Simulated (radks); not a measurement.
The numbers below are computed, except where a source is named.
P II, 14 electrons, occupied as [Ne] 3s2 3p2. Level of theory: Dirac Kohn-Sham, exchange-only LDA, spin-unpolarised, spherical densities, finite nucleus; open shells fill j = l - 1/2 first; Fermi nuclear charge, rms radius 3.1889 fm (a radial shooting solver on a logarithmic mesh with Libxc functionals).

Normalised radial functions P(r) = r R(r) (large component), r in bohr:

r,2s1/2,2p1/2,4s1/2
0.01299,0.3280,0.0174,0.0381
0.01954,0.4435,0.0369,0.0515
0.02914,0.5642,0.0755,0.0655
0.04383,0.6572,0.1523,0.0760
0.06591,0.6461,0.2926,0.0740
0.09911,0.4267,0.5238,0.0469
0.149,-0.0761,0.8477,-0.0137
0.2241,-0.7791,1.1909,-0.0947
0.3371,-1.3442,1.3783,-0.1436
0.5069,-1.3704,1.2317,-0.0882
0.7622,-0.8608,0.7809,0.0829
1.146,-0.3008,0.3097,0.2426
1.724,-0.0478,0.0636,0.1842
2.572,-0.0026,0.0053,-0.1332
3.867,0.0000,0.0001,-0.4503
5.815,0.0000,0.0000,-0.4397
8.745,0.0000,0.0000,-0.1958
13.15,0.0000,0.0000,-0.0349

2s1/2: eigenvalue -181.86 eV, 1 radial node at r = 0.142 bohr, <r> = 0.522 bohr, 90 % of the charge inside 0.821 bohr. 2p1/2: eigenvalue -133.85 eV, 0 radial nodes, <r> = 0.485 bohr, 90 % of the charge inside 0.813 bohr. 4s1/2 (empty): eigenvalue -4.390 eV, 3 radial nodes at r = 0.138, 0.640, 2.23 bohr, <r> = 5.31 bohr, 90 % of the charge inside 7.83 bohr.
